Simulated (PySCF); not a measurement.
**Correlation energy of Sc(3+) (scandium, charge +3)**

[Ar], closed-shell 1S. All numbers are calculated (PySCF 2.14, no relativity, point nucleus, in def2-TZVPPD (6s6p4d2f1g, 67 functions)). Frozen: [Ne]; 8 electrons correlated.

```csv
level,correlation energy (mhartree)
CCSD,-194.04
(T),-2.67
CCSD(T),-196.71
```

Diagnostics: T1 = 0.00058, D1 = 0.0013, largest double amplitude 0.040.

Cost of the coupled-cluster step: of the order of 1.2 core-seconds, for 8 correlated electrons.

Iterations:

```
CC2 = 0
CCSD nocc = 4, nmo = 62
frozen orbitals [0, 1, 2, 3, 4]
max_cycle = 100
direct = 0
conv_tol = 1e-08
conv_tol_normt = 1e-06
diis_space = 8
diis_start_cycle = 0
Init t2, MP2 energy = -758.37482553861  E_corr(MP2) -0.173489049541495
Init E_corr(CCSD) = -0.173489049545839
cycle = 1  E_corr(CCSD) = -0.191023590367277  dE = -0.0175345408  norm(t1,t2) = 0.0185523
cycle = 2  E_corr(CCSD) = -0.193377477192373  dE = -0.00235388683  norm(t1,t2) = 0.00448643
cycle = 3  E_corr(CCSD) = -0.194058585459478  dE = -0.000681108267  norm(t1,t2) = 0.00144555
cycle = 4  E_corr(CCSD) = -0.194045402973236  dE = 1.31824862e-05  norm(t1,t2) = 0.000113095
cycle = 5  E_corr(CCSD) = -0.194042119528082  dE = 3.28344515e-06  norm(t1,t2) = 9.36005e-06
cycle = 6  E_corr(CCSD) = -0.194042171346283  dE = -5.1818201e-08  norm(t1,t2) = 1.38118e-06
cycle = 7  E_corr(CCSD) = -0.194042179960066  dE = -8.61378241e-09  norm(t1,t2) = 1.66709e-07
CCSD converged
E(CCSD) = -758.3953786690284  E_corr = -0.1940421799600659
CCSD(T) correction = -0.00267333036029448
```

This basis was not built for core-valence correlation, so the inner-shell part is incomplete.
